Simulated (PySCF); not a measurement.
SnI₄, SMILES [I][Sn]([I])([I])[I]. Geometry optimised at PBE0-D3(BJ)/def2-SVP. The isomer is the one that the SMILES or the coordinates give; other isomers of the formula were not compared. The def2 effective core potentials stand for the cores of I, Sn; spin–orbit coupling is left out.

Computed equilibrium geometry at PBE0-D3(BJ)/def2-SVP (PySCF confirms it by a frequency run) as bond lengths and angles, and its point group:
point group Td.
Atoms: I1 Sn2 I3 I4 I5. Bond lengths (Å): I1–Sn2 2.678, Sn2–I3 2.678, Sn2–I4 2.678, Sn2–I5 2.678. Angles (°): I1–Sn2–I3 109.5, I1–Sn2–I4 109.5, I1–Sn2–I5 109.5, I3–Sn2–I4 109.5, I3–Sn2–I5 109.5, I4–Sn2–I5 109.5.
